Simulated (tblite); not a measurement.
Isomers of C7H12N (doublet state). All values are computed: GFN2-xTB (tblite) harmonic vibrations without scaling, gas phase. Errors from tens to a few hundred cm⁻¹ against measured bands are possible. One conformer each. Open shells enter through the occupations alone, without spin polarisation, and single modes of such species can be off by tens of per cent.

Electronic energies: GFN2-xTB at the same geometries; isomer energies are rough at this level and their order can be wrong.

```csv
SMILES,"electronic energy, lowest = 0 (kcal/mol)"
C=[C][C@@H]1CN1C(C)C,45.5
CCC1=CCN[CH]C1,11.5
CC[C@@H]1CC(=[N])[C@@H]1C,18.3
C[C@@]12[CH]NC[C@@H]1CC2,0.0
```

How do GFN2-xTB zero-point energies change the relative energies?

| SMILES | ZPE (kcal/mol) | of it from modes above 1550 cm⁻¹ | electronic (kcal/mol) | with ZPE, lowest = 0 (kcal/mol) | lowest mode (cm⁻¹) | rings |
| --- | --- | --- | --- | --- | --- | --- |
| C[C@@]12[CH]NC[C@@H]1CC2 | 109.8 | 52.1 | 0.0 | 0.0 | 79 | 2 |
| CCC1=CCN[CH]C1 | 108.5 | 53.9 | 11.5 | 10.3 | 20 | 1 |
| CC[C@@H]1CC(=[N])[C@@H]1C | 108.6 | 54.3 | 18.3 | 17.1 | 30 | 1 |
| C=[C][C@@H]1CN1C(C)C | 106.1 | 54.0 | 45.5 | 41.8 | 57 | 1 |

The zero-point energies span 3.7 kcal/mol, from `C=[C][C@@H]1CN1C(C)C` to `C[C@@]12[CH]NC[C@@H]1CC2`. The order is unchanged.

What do entropy and thermal enthalpy add at 298.15 K and 1 bar (rigid rotor, harmonic oscillator, one conformer each)?

| SMILES | point group | symmetry number | S (cal/(mol K)) | H − H(0) (kcal/mol) | ZPE + H − H(0) − TS (kcal/mol) |
| --- | --- | --- | --- | --- | --- |
| C[C@@]12[CH]NC[C@@H]1CC2 | C1 | 1 | 86.9 | 5.52 | 89.4 |
| CC[C@@H]1CC(=[N])[C@@H]1C | C1 | 1 | 94.8 | 6.31 | 86.6 |
| C=[C][C@@H]1CN1C(C)C | C1 | 1 | 97.1 | 6.75 | 83.9 |

S holds R ln(2S + 1) for the spin.

Not tabulated: `CCC1=CCN[CH]C1` (lowest mode only 20 cm⁻¹).
